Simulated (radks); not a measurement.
Q: Sm3+, configuration [Xe] 4f3 5d1 6s1 (not the ground configuration). Calculated with a radial shooting solver on a logarithmic mesh with Libxc functionals: Dirac Kohn-Sham, LDA (Slater exchange, Perdew-Wang correlation), spin-unpolarised, spherical densities, finite nucleus; open shells fill j = l - 1/2 first; Fermi nuclear charge, rms radius 5.0819 fm.

Spin-orbit splittings of the eigenvalues, e(l+1/2) - e(l-1/2), with zeta = 2 splitting/(2l+1) and mean radii in bohr:

| shell | occ. | splitting (eV) | zeta (eV) | <r> j=l-1/2 | <r> j=l+1/2 |
|---|---|---|---|---|---|
| 2p | 6 | 601.9 | 401.3 | 0.08077 | 0.08740 |
| 3p | 6 | 121.7 | 81.16 | 0.2445 | 0.2572 |
| 3d | 10 | 26.44 | 10.58 | 0.2288 | 0.2328 |
| 4p | 6 | 27.43 | 18.29 | 0.5888 | 0.6170 |
| 4d | 10 | ? | ? | 0.6531 | 0.6628 |
| 4f | 3 | 0.7091 | 0.2026 | 0.8067 | 0.8133 |
| 5p | 6 | 4.636 | 3.091 | 1.449 | 1.522 |
| 5d | 1 | 0.5428 | 0.2171 | 1.978 | 2.008 |

Estimate the 4d splitting.

A: 4.993 eV (zeta = 1.997 eV).
